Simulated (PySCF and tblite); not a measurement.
The numbers below are computed, except where a source is named.
C₄H₉F₃SSi, numbered as in [CH3:1][S:2][Si:3]([CH3:4])([CH3:5])[C:6]([F:7])([F:8])[F:9].

Search: ETKDG and KDG, MMFF94s, GFN2-xTB, 150 starts; geometries at GFN2-xTB. Energies: PBE0-D3(BJ)/pcSseg-1, with GFN2-xTB thermal terms (modes under about 100 cm⁻¹ blended into free rotors). Symmetry numbers and mirror images are counted. Conformers within 2.5 kcal/mol (GFN2-xTB free energy) were kept, 4 at most. Run with PySCF (density fitting) and tblite.

Torsions listed: C1–S2–Si3–C4. Of a mirror pair one member is shown.

```tsv
conformer	shape	symmetry
1	-146°	C1 (pair)
2	66°	Cs
```

Q: Which of these conformers is the most populated at 298.15 K, and with what share?

A: Conformer 1, about 88 %.

Q: Give the DFT energies and free energies relative to the lowest, and all weights.

A: 
| conformer | shape | E(DFT) kcal/mol | G(298.15 K) kcal/mol | weight % |
| --- | --- | --- | --- | --- |
| 1 | -146° | 0.00 | 0.00 | 87.8 |
| 2 | 66° | 0.93 | 1.17 | 12.2 |

Q: How does its share change from 250 K to 350 K?

A: From 91 % to 85 %; the mixing entropy goes from 1.87 to 2.01 cal/(mol K).


Conformer gaps in pcSseg-1 on xTB geometries can be 2 kcal/mol off for S=O, P=O and other polar bonds.